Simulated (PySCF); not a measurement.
**Removing an electron from `CC[C@H](F)[SiH2]O[SiH3]`**

Compound: C3H11FOSi2.
SMILES with atom numbers: `[CH3:1][CH2:2][C@H:3]([F:4])[SiH2:5][O:6][SiH3:7]` (hydrogens: H8, H9, H10 on C1; H11, H12 on C2; H13 on C3; H14, H15 on Si5; H16, H17, H18 on Si7)

Structure used (PBE0-D3(BJ)/def2-SVP), in Å, numbered top down from 1:
```
atom  x, y, z in Å
C1    -2.5631   -0.7040   -0.8338
C2    -1.2827   -0.9369   -0.0474
C3    -0.7330    0.3252    0.5875
F4    -0.5371    1.2964   -0.4080
Si5    0.9751    0.1284    1.4016
O6     2.0537   -0.2023    0.1868
Si7    2.4314    0.3424   -1.3411
H8    -3.3664   -0.3206   -0.1843
H9    -2.3960    0.0349   -1.6306
H10   -2.9206   -1.6342   -1.2995
H11   -1.4514   -1.6696    0.7609
H12   -0.5117   -1.3771   -0.7030
H13   -1.4755    0.7390    1.2962
H14    1.3399    1.4011    2.0909
H15    0.9759   -1.0013    2.3747
H16    3.7934   -0.1632   -1.6733
H17    1.4568   -0.1914   -2.3372
H18    2.4281    1.8339   -1.3857
```

Level: CAM-B3LYP/def2-SVPD (PySCF). Frontier orbitals with their largest atomic shares (Löwdin; up to four atoms above 4 %):

```tsv
orbital	ε (eV)	main atoms
HOMO−3	-10.96	C2 14 %, C3 12 %, F4 11 %, Si7 10 %
HOMO−2	-10.64	Si7 23 %, H16 15 %, H17 14 %, O6 13 %
HOMO−1	-10.11	O6 33 %, Si7 16 %, H18 14 %, Si5 12 %
HOMO	-9.52	?
LUMO	0.82	Si7 20 %, Si5 20 %, O6 13 %, H18 7 %
LUMO+1	1.19	Si5 19 %, Si7 16 %, C1 7 %, C2 7 %
LUMO+2	1.54	Si7 35 %, Si5 11 %, H16 8 %, H18 8 %
```

What vertical ionisation energy does ΔSCF give, and how far is −ε(HOMO) from it?

ΔSCF: 10.22 eV (986 kJ/mol; threshold wavelength 121 nm); ⟨S²⟩ of the doublet left behind is 0.756, against 0.75 for a pure doublet. −ε(HOMO) is 9.52 eV, 0.70 eV below it. For the exact functional −ε(HOMO) would equal the first vertical ionisation energy; CAM-B3LYP (range-separated hybrid) falls short of its own ΔSCF value by 7 %. Holes in the HOMO−1 and HOMO−2 were tried too where these lie within 1.2 eV of the HOMO; the lowest converged state counts.

On which atoms does the HOMO lie?

C3 (sp3 C–F carbon) 24 %, O6 (siloxane oxygen) 15 %, Si5 (oxygen-bound silicon) 15 %, F4 (alkyl fluorine) 13 %, so no atom holds as much as 40 %. The HOMO−1 lies 0.59 eV lower.

How many of the 10 lowest singlet excitations (vertical TDDFT, same level) lie below the ionisation energy?

All 10; they run from 7.06 to 8.81 eV.

What total energies stand behind the ΔSCF value?

E(N) = -874.57026 Eh and E(N − 1) = -874.19459 Eh at the same geometry, 0.37567 Eh apart.

With α = 92.4 au, estimate the like-pair dispersion coefficient by London's formula C6 = (3/4)α²I.

I = 0.3757 Eh, so C6 ≈ 2410 au; the Casimir–Polder integral at the same level gives 3450 au, 1.43 times as much.

Shift the occupied levels rigidly so that −ε(HOMO) equals the ΔSCF value. What binding energies result?

The shift is +0.70 eV: HOMO 10.22, HOMO−1 10.81, HOMO−2 11.34, HOMO−3 11.66 eV. A rigid shift is only a rough guide to the deeper ionisations.

Isolated species at its PBE0-D3(BJ)/def2-SVP geometry (one conformer only).
